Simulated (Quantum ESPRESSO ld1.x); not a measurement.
Question: Coherent X-ray form factor from a spherical all-electron density. Method: scalar-relativistic Kohn-Sham, PBE, spin-unpolarised, spherical densities, point nucleus; computed with ld1.x of Quantum ESPRESSO 7.5.

| sin(theta)/lambda (1/angstrom) | f0 (electrons) |
|---|---|
| 0.05 | 77.319 |
| 0.1 | 75.378 |
| 0.15 | 72.451 |
| 0.2 | 68.893 |
| 0.25 | 65.051 |
| 0.3 | 61.200 |
| 0.4 | 54.113 |
| 0.5 | 48.196 |
| 0.6 | 43.339 |
| 0.8 | 35.699 |
| 1 | 29.661 |
| 1.25 | 23.761 |
| 1.5 | 19.607 |
| 2 | 15.057 |

The species is in the configuration that NIST lists as its ground one. Which atom or ion scatters so?

Answer: The thallium ion Tl3+, [Xe] 4f14 5d10. Extrapolating in s^2 from the first two rows gives f0(0) = 78.0, near the electron count 78; among species with that count, the fall with angle is slower the higher Z, and the table is that of Z = 81; from so few rows the species is fixed only to a neighbour or two.
